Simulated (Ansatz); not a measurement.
Compare A (`C=C[SiH](C)O`) with its isomer B (`C=CO[SiH2]C`).

Calculated with Ansatz (gas phase, PBE0-D4/def2-TZVP geometries, no zero-point term in ΔE). CBS: MP2 limit from def2 TZ/QZ plus the TZ coupled-cluster correction, frozen cores. Functionals use def2-TZVPP. B3LYP here is the variant with VWN-RPA as its local correlation; programs differ in this. One conformer a species, not always the lowest.

A:

```xyz
13

C     0.3667    1.7816   -1.3390
C     0.1926    0.4686   -1.2112
Si   -0.6904   -0.3057    0.2336
C     0.3358   -1.7077    0.9135
O    -1.0235    0.8364    1.3805
H     0.8921    2.2219   -2.1821
H    -0.0225    2.4782   -0.6013
H     0.5975   -0.1776   -1.9906
H    -2.0212   -0.8150   -0.1868
H     0.5004   -2.4680    0.1444
H    -0.1667   -2.1858    1.7576
H     1.3164   -1.3587    1.2486
H    -0.2772    1.2317    1.8328
```

B:

```xyz
13

C     1.2383    1.4338   -0.7432
C     1.5764    0.1534   -0.8394
O     1.0729   -0.8761   -0.1294
Si   -0.1723   -0.8226    0.9735
C    -1.8024   -0.4762    0.1494
H     1.7321    2.1598   -1.3738
H     0.4927    1.7952   -0.0448
H     2.3371   -0.1785   -1.5402
H     0.1196    0.2060    2.0088
H    -0.1583   -2.1701    1.5898
H    -2.0255   -1.2382   -0.6008
H    -2.6047   -0.4852    0.8926
H    -1.8057    0.4986   -0.3424
```

(1) Which is lower in electronic energy at CCSD(T)/CBS, and by how much? (Estimate.)

(2) Give E(B) − E(A) in kcal/mol with MP2/def2-TZVPP, PBE-D4, CCSD(T)/def2-TZVPP, HF/def2-TZVPP, B3LYP-D4, CCSD/def2-TZVPP, ωB97M-V. (Best estimate.)

Largest T1 diagnostic: 0.012.

## Answers

(1) Ansatz gave: A, by 16.3 kcal/mol.

(2) Computed: MP2/def2-TZVPP 16.6, PBE-D4 13.5, CCSD(T)/def2-TZVPP 15.6, HF/def2-TZVPP 14.0, B3LYP-D4 13.7, CCSD/def2-TZVPP 15.7, ωB97M-V 15.0. None reverses the order clearly.

From PBE to PBE0 (25 % exact exchange), in def2-TZVPP and without D4, E(B) − E(A) moves by +0.8 kcal/mol. In def2-TZVPP, CCSD(T) changes the Hartree–Fock value by +1.7 kcal/mol (the triples alone add −0.1 kcal/mol) and MP2 by +2.6 kcal/mol.
